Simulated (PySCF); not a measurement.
# Spin states of TlB

Unrestricted PBE0; basis Tl def2-SVPD with ECP60, B def2-SVPD; scalar-relativistic core potentials; PySCF 2.14. Outer shells of the fragments: Tl 5d10 6s2 6p1; B 2s2 2p1.

Followed along the bond (rough minima from three points):

```
2Ms+1  unpaired  ⟨S²⟩ at the start  R at minimum (Å)  Te (eV)
    3  σ ↑, π ↑               2.01              2.49     0.00
    3      π ↑↑               2.02              2.27     0.13
    1  σ ↓, π ↑               1.01              2.49     0.19
    1      π ↑↓               1.01              2.28     0.34
    1      none               0.00              2.30     1.05
```

Solutions found at the starting distance of 2.245 Å, counted from the lowest of them; the search is not exhaustive and high or unbound solutions are not listed, so other states can lie among these:

| 2Ms+1 | unpaired | term | E (eV) | ⟨S²⟩ | ⟨Lz²⟩ | μ (D) |
| --- | --- | --- | --- | --- | --- | --- |
| 3 | π ↑↑ | ³Σ⁻ | 0.00 | 2.02 | 0.00 | -2.65 |
| 3 | σ ↑, π ↑ | ³Π | 0.05 | 2.01 | 1.00 | -1.66 |
| 1 | π ↑↓ | mixed | 0.21 | 1.01 | 2.01 | -2.61 |
| 1 | σ ↓, π ↑ | mixed | 0.24 | 1.01 | 1.00 | -1.73 |
| 1 | none | mixed | 0.93 | 0.00 | 2.00 | -2.28 |
| 3 | π ↑↑ | mixed | 2.46 | 2.01 | 2.01 | 0.40 |
| 3 | σ ↑↑, π ↑↓ | mixed | 2.83 | 3.01 | 2.01 | -2.31 |
| 1 | σ ↓↓, π ↑↑ | mixed | 3.47 | 2.00 | 0.00 | -2.44 |
| 3 | σ ↑, π ↑ | mixed | 3.55 | 2.41 | 1.01 | -2.34 |
| 1 | σ ↓, π ↑ | mixed | 4.41 | 1.24 | 1.16 | -2.64 |

A term symbol is given only where ⟨S²⟩ and ⟨Lz²⟩ are close to those of a pure state; real π, δ and φ orbitals otherwise mix terms. A positive dipole means Tl(−)B(+).

Problem. Compare the gap between the two lowest followed solutions at the starting distance with the gap between their minima.

Solution. At PBE0 the second solution (triplet, unpaired electrons π ↑↑) lies -0.05 eV from the first (triplet, unpaired electrons σ ↑, π ↑) at 2.245 Å and +0.13 eV at the minima; the two curves relax by different amounts, since their minima lie near 2.27 and 2.49 Å.

Spin–orbit coupling is left out, which matters for elements this heavy, above all for dissociation energies. Counting both spins, an empty level lies below a filled one in some of these solutions, because spin and occupation are held.
